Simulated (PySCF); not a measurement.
## Fractional electron number in Sm (samarium, neutral)

The 6s beta orbital of [Xe] 4f6 6s2 is emptied in steps (occupation f), with all orbitals relaxed, ending at [Xe] 4f6 6s1. All numbers are calculated (PySCF 2.14, a scalar-relativistic core potential, in def2-SVP with the def2 core potential (28 electrons)). The exact energy is a straight line in f; departures are measured from the line between the end points of the same method.

```tsv
f	BHandHLYP (eV)	r2SCAN0 (eV)
1	0.000	0.000
0.8	-0.187	-0.216
0.6	-0.285	-0.318
0.4	-0.291	-0.310
0.2	-0.198	-0.200
0	0.000	0.000
```

```
   method  E(f=0) − E(f=1) (eV)  −ε at f=1 (eV)  −ε at f=0.4 (eV)
BHandHLYP                 5.468           4.318             5.680
  r2SCAN0                 5.284           3.919             5.589
```

Orbital energy along the path (eV):

| f | BHandHLYP | r2SCAN0 |
| --- | --- | --- |
| 1 | -4.318 | -3.919 |
| 0.8 | -4.752 | -4.493 |
| 0.6 | -5.204 | -5.052 |
| 0.4 | -5.680 | -5.589 |
| 0.2 | -6.189 | -6.068 |
| 0 | -6.704 | -6.430 |

Reference removal energy between the ground levels: 5.644 eV (measured; NIST Atomic Spectra Database, ionization energies). The calculation has no spin-orbit coupling.
